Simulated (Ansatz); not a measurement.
Consider the ligand exchange at a Mo–O bond: `[OH][Mo]([OH])([OH])([F])=[S]` + H–F → `[OH][Mo]([OH])([F])([F])=[S]` + H₂O.

Computed with Ansatz on PBE0-D4/def2-TZVP structures; ΔE is electronic, products minus reactants. CBS: MP2 limit from def2 TZ/QZ plus the TZ coupled-cluster correction, frozen cores. This one scheme is used for every species. Functionals use def2-TZVPP. Elements past krypton have def2 core potentials. For Mo outer-core shells are correlated without core-valence functions, which leaves a few kJ/mol of doubt a bond. One conformer a species, not always the lowest.

`[OH][Mo]([OH])([OH])([F])=[S]`:

```xyz
9

O    -0.296    0.016    1.763
Mo   -0.287    0.150   -0.111
O    -0.923   -1.581   -0.261
O     0.906   -0.142   -1.533
F     1.017    1.484    0.300
S    -1.896    1.312   -0.754
H     0.247    0.655    2.234
H    -0.412   -2.366   -0.040
H     1.644    0.472   -1.597
```

H–F:

Z-matrix (Å, degrees):
```
F
H 1 0.920
```

`[OH][Mo]([OH])([F])([F])=[S]`:

Cartesian coordinates in Å:
```
O 1.047 0.584 0.916
Mo -0.095 -0.147 -0.397
O -0.903 -1.036 1.007
F 0.446 1.385 -1.324
F -1.723 0.171 -1.211
S 0.883 -1.671 -1.417
H 1.576 1.331 0.616
H -1.231 -0.617 1.810
```

H₂O:

Cartesian coordinates in Å:
```
O -0.180 -0.264 0.222
H -0.563 0.271 -0.477
H 0.743 -0.006 0.256
```

| level | ΔE (kJ/mol) |
| --- | --- |
| r2SCAN0-D4 | -25.7 |
| BHLYP-D4 | -25.2 |
| revPBE | -32.5 |
| BHLYP | -28.4 |
| LC-ωPBE | -32.5 |
| CCSD/def2-SVP | -21.9 |
| MP2/def2-TZVPP | -15.8 |
| CCSD/def2-TZVPP | -20.5 |

(1) What does CCSD(T)/CBS give? (An estimate is asked.)

Largest T1 diagnostic among the species: 0.025, so the coupled-cluster value is less sure than usual.

## Answers

(1) The calculation gave: -19.7 kJ/mol. The listed levels differ from it by -6.0, -5.5, -12.8, -8.7, -12.8, -2.2, 3.9, -0.8 kJ/mol.

The D4 term adds +3.9 kJ/mol with B3LYP and +2.2 kJ/mol with PBE0; it sums over pairs of atoms, weighted by their polarisabilities, and B3LYP, whose exchange is more repulsive, gets the larger term. Leaving LDA and LC-ωPBE aside and taking each functional with its dispersion term where it has one, the values, not all of them listed here, spread over 11.3 kJ/mol, from B97M-V to PBE-QIDH. LDA lies +6.6 kJ/mol from PBE without D4. In def2-TZVPP, CCSD(T) changes the Hartree–Fock value by +10.0 kJ/mol (the triples alone add +1.0 kJ/mol) and MP2 by +13.7 kJ/mol.

CCSD(T)/CBS has its own doubt, a few kJ/mol and more with outer-core shells, so smaller differences from it don't rank the levels.

B3LYP here is the variant with VWN-RPA as its local correlation; programs differ in this.
